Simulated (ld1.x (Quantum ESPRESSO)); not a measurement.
# germanium (Ge): excitation energies, all-electron against RRKJ

Ge, norm-conserving RRKJ (Kleinman–Bylander form), made with ld1.x (Quantum ESPRESSO) 7.5 (Wu–Cohen, scalar-relativistic). Core [Ar], reference 3d10 4s2 4p2. Waves: 4s (bound): rc 1.65 bohr; 4p (bound): rc 1.65 bohr; 3d (bound): rc 0.70 bohr. Local part: all-electron potential smoothed inside 0.55 bohr (lloc = -1). Core correction: none. rho0 = 0.01.

Energies are relative to the spin-unpolarised reference configuration 3d10 4s2 4p2; without spin polarisation the order of configurations can differ from experiment. Not all tests gave a result: 1 of 7 tests not solved or not reliable. Left out of the table: 3d9 4s2 4p3 (solver errors, printed error -1937 eV).

**Question.** Give the all-electron excitation energy and the error of the potential for: 3d10 4s2 4p1; 3d10 4s2 4p0; 3d10 4s1 4p0; 3d10 4s0 4p0; 3d10 4s0 4p4; 3d10 4s1 4p3.

**Answer.**

```csv
valence configuration,charge,ΔE all-electron (eV),error AE − PS (meV)
3d10 4s2 4p1,+1,7.462,-0.6
3d10 4s2 4p0,+2,22.943,-4.6
3d10 4s1 4p0,+3,57.799,-13
3d10 4s0 4p0,+4,103.957,+6.4
3d10 4s0 4p4,0,16.264,+3.7
3d10 4s1 4p3,0,8.007,+0.6
```

Levels in the configuration 3d10 4s2 4p1:

| level | all-electron (eV) | pseudo (eV) |
| --- | --- | --- |
| 3d | -38.353 | -38.289 |
| 4s | -19.949 | -19.946 |
| 4p | -11.278 | -11.278 |

These tests converged, but a pseudo level misses the all-electron one widely, so the file describes the atom poorly there or has found another state: 3d10 4s0 4p0: empty 4p by 5.8 eV.

Note: ghost states, extra bound levels that the all-electron valence spectrum of the same l lacks: s at -619.4 eV, p at -193.4 eV. A true bound ghost makes a file unfit for plane-wave use.
